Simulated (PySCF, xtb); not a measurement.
CdH4OSi, SMILES [OH][Cd][SiH3].

GFN2-xTB (xtb) at its own geometry gives an orbital gap of 3.40 eV and a dipole moment of 3.58 D.

The structure is a stationary point at B3LYP-D3(BJ)/def2-TZVP. The def2 effective core potentials stand for the cores of Cd; spin–orbit coupling is left out. The values are those of a single conformer.

Problem. What does CAM-B3LYP/def2-TZVPD (PySCF) give? (An estimate is asked for; the answer gives what the named calculation found.)

Solution. gap 8.74 eV (levels -9.00 and -0.26 eV), dipole 2.03 D.
